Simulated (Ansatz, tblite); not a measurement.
Cost and result up the ladder for the cluster Hg4Se4 (8 atoms). The state is a singlet with charge 0. Geometry: r2SCAN-D4/def2-SVP.

```
atom   x (Å)   y (Å)   z (Å)
 Hg1  -1.812   0.855   1.622
 Hg2   1.205  -0.219  -0.628
 Hg3  -1.831  -1.542  -0.629
 Hg4   3.980  -0.090  -2.217
 Se5   0.341  -2.410  -1.482
 Se6   1.416   2.064   0.390
 Se7   0.397   1.633   2.488
 Se8  -3.696  -0.291   0.455
```

Ansatz on 4 threads of Arm Neoverse V1 on a shared host; xTB runs through tblite on one thread. Times are rough, summed over both states, and most runs start from the orbitals of an earlier one. PBE0-D4/def2-SVP serves as the yardstick here, not as an exact answer. The other state is a doublet.

In the def2 sets Hg takes a core potential; there is no spin–orbit coupling. The xTB rows come from tblite. The structure comes from a short search, and lower isomers may exist.

Raw xTB energies of ions are shifted by several eV.

```tsv
level	functions	vertical IE (eV)	difference from PBE0-D4/def2-SVP (eV)
PBE0-D4/def2-SVP	256	7.81	0.00
GFN1-xTB	52	12.45	4.63
PBE-D4/def2-SVP	256	7.43	-0.38
GFN2-xTB	52	13.12	5.30
```

**Question.** Estimate how long each takes.

**Answer.** GFN1-xTB 0.019 s; GFN2-xTB 0.023 s; PBE-D4/def2-SVP 31 s; PBE0-D4/def2-SVP 81 s. On shared hardware such times vary by a factor of up to 3.
